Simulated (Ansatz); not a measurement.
`O[CH2][Zn][F]`, charge 0, multiplicity 1.

Q: Give a relaxed structure at PBE0-D4/def2-TZVP (Ansatz). (Best estimate.)

A: Ansatz gave: 
Cartesian coordinates in Å:
```
O 0.986 -1.151 0.223
C 0.603 0.191 -0.039
Zn -1.304 0.534 0.208
F -3.024 0.804 0.439
H 0.667 -1.709 -0.489
H 0.933 0.523 -1.030
H 1.138 0.807 0.687
```
